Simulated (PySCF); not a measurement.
How far are cheaper levels from CCSD(T)/CBS for SnF⁺?

PySCF; the state is a singlet (closed shell). The composite is CCSD(T) extrapolated to the basis-set limit from two correlation-consistent sets, with core-valence (CV) and scalar-relativistic (SR) terms as its label shows; it has no spin–orbit coupling and nothing beyond (T). Here it is CCSD(T)/CBS(DT)+CV. It gives Re = 1.866 Å, ωe = 698 cm⁻¹ and De = 5.24 eV to Sn⁺ + F.

| level | basis | relativity | Re (Å) | ωe (cm⁻¹) | De (eV) |
| --- | --- | --- | --- | --- | --- |
| RHF | x2c-SVPall | spin-free X2C | 1.883 | 736 | 2.91 |
| RHF-MP2 | cc-pVDZ-PP/cc-pVDZ | scalar-relativistic core potentials | 1.908 | 703 | 4.80 |
| RHF-MP2 | def2-TZVPPD | scalar-relativistic core potentials | 1.875 | 693 | 5.40 |
| RHF-CCSD | cc-pVDZ-PP/cc-pVDZ | scalar-relativistic core potentials | 1.907 | 702 | 4.36 |
| RHF-CCSD(T) | def2-TZVPPD | scalar-relativistic core potentials | 1.875 | 693 | 5.08 |
| PBE | cc-pVDZ-PP/cc-pVDZ | scalar-relativistic core potentials | 1.931 | 658 | 5.40 |
| BLYP | cc-pVDZ-PP/cc-pVDZ | scalar-relativistic core potentials | 1.938 | 650 | 5.32 |
| r²SCAN | x2c-SVPall | spin-free X2C | 1.903 | 698 | 5.10 |
| r²SCAN | def2-TZVPPD | scalar-relativistic core potentials | 1.879 | 684 | 5.27 |
| ωB97X | cc-pVDZ-PP/cc-pVDZ | scalar-relativistic core potentials | 1.904 | 706 | 5.09 |

Give the difference of each row from the composite.



```json
{"level": "RHF", "basis": "x2c-SVPall", "ΔRe (pm)": "+1.7", "Δωe (%)": "+5.4", "ΔDe (eV)": "-2.33"}
{"level": "RHF-MP2", "basis": "cc-pVDZ-PP/cc-pVDZ", "ΔRe (pm)": "+4.2", "Δωe (%)": "+0.7", "ΔDe (eV)": "-0.44"}
{"level": "RHF-MP2", "basis": "def2-TZVPPD", "ΔRe (pm)": "+0.9", "Δωe (%)": "-0.7", "ΔDe (eV)": "+0.16"}
{"level": "RHF-CCSD", "basis": "cc-pVDZ-PP/cc-pVDZ", "ΔRe (pm)": "+4.1", "Δωe (%)": "+0.6", "ΔDe (eV)": "-0.88"}
{"level": "RHF-CCSD(T)", "basis": "def2-TZVPPD", "ΔRe (pm)": "+0.9", "Δωe (%)": "-0.7", "ΔDe (eV)": "-0.16"}
{"level": "PBE", "basis": "cc-pVDZ-PP/cc-pVDZ", "ΔRe (pm)": "+6.5", "Δωe (%)": "-5.7", "ΔDe (eV)": "+0.16"}
{"level": "BLYP", "basis": "cc-pVDZ-PP/cc-pVDZ", "ΔRe (pm)": "+7.2", "Δωe (%)": "-6.9", "ΔDe (eV)": "+0.08"}
{"level": "r²SCAN", "basis": "x2c-SVPall", "ΔRe (pm)": "+3.7", "Δωe (%)": "+0.0", "ΔDe (eV)": "-0.14"}
{"level": "r²SCAN", "basis": "def2-TZVPPD", "ΔRe (pm)": "+1.3", "Δωe (%)": "-2.0", "ΔDe (eV)": "+0.03"}
{"level": "ωB97X", "basis": "cc-pVDZ-PP/cc-pVDZ", "ΔRe (pm)": "+3.8", "Δωe (%)": "+1.1", "ΔDe (eV)": "-0.15"}
```

Which rows come closest in De?

r²SCAN in def2-TZVPPD (+0.03 eV), counted from the composite.

Correlated steps freeze 5 core orbitals. Correlated levels converge slowly with the basis: in double zeta they bind strong bonds too weakly, by up to about 1 eV, and carry superposition errors of some tenths. Spin–orbit coupling is left out, which matters for elements this heavy, above all for dissociation energies. For an ion De counts to the pair picked by the measured ionisation energies or electron affinities, which need not be the lowest pair at this level. Where the molecule has an RHF reference, its open-shell atoms are computed with UHF.
